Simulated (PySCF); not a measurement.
# SMILES CC#C[C@H]1C[Se][C@H]1F, C$_{6}$H$_{7}$FSe

Cartesian coordinates in Å; atom numbers follow the order of the lines, from 1:
```xyz
15

C     3.0154   -0.0355    0.3820
C     1.6185   -0.0101    0.0167
C     0.4675    0.0086   -0.3195
C    -0.9425    0.0511   -0.6332
C    -1.7500   -1.1708   -0.1664
Se   -3.3053   -0.0556    0.3659
C    -1.7324    1.1417    0.1152
F    -1.1884    1.4836    1.3105
H     3.6365    0.1327   -0.4973
H     3.2684   -1.0018    0.8172
H     3.2161    0.7458    1.1143
H    -1.0805    0.2072   -1.7086
H    -1.9733   -1.9106   -0.9321
H    -1.3215   -1.6483    0.7143
H    -1.9329    2.0699   -0.4281
```

The calculation used TDDFT PBE0/aug-cc-pVDZ circular dichroism and optical rotation, one conformer, gas phase (PySCF 2.14.0). Geometry: GFN2-xTB.

The calculation is non-relativistic, which matters for the atoms heavier than Zn. States above about 6.6 eV (minus the energy of the highest occupied orbital) lie near or above the ionisation threshold and depend on the basis.

Question: Draw the ECD and absorption spectra from the lowest 16 states, each a Gaussian of half-width 0.3 eV at 1/e height.

Answer: 
| E (eV) | λ (nm) | Δε (L mol⁻¹ cm⁻¹) | ε (L mol⁻¹ cm⁻¹) |
| --- | --- | --- | --- |
| 3.49 | 355 | -0.17 | 2.18 |
| 3.64 | 340 | -0.72 | 9 |
| 3.79 | 327 | -1.80 | 22.5 |
| 3.94 | 314 | -2.73 | 34.1 |
| 4.09 | 303 | -2.51 | 31.4 |
| 4.24 | 292 | -1.40 | 17.5 |
| 4.39 | 282 | -0.48 | 5.98 |
| 4.54 | 273 | -0.10 | 1.95 |
| 4.69 | 264 | -0.06 | 7.87 |
| 4.84 | 256 | -0.29 | 53.7 |
| 4.99 | 248 | -0.99 | 261 |
| 5.14 | 241 | -1.88 | 936 |
| 5.29 | 234 | -1.54 | 2540 |
| 5.44 | 228 | +0.90 | 5080 |
| 5.59 | 222 | +3.45 | 7150 |
| 5.74 | 216 | +3.36 | 6790 |
| 5.89 | 210 | +0.66 | 4420 |
| 6.04 | 205 | -3.03 | 2550 |
| 6.19 | 200 | -6.59 | 2440 |
| 6.34 | 195 | -7.66 | 3290 |
| 6.49 | 191 | -3.81 | 3810 |
| 6.64 | 187 | +2.34 | 3470 |

Δε uses R in velocity form, ε uses f in length form. Only the states computed contribute, so the short-wavelength end is incomplete.
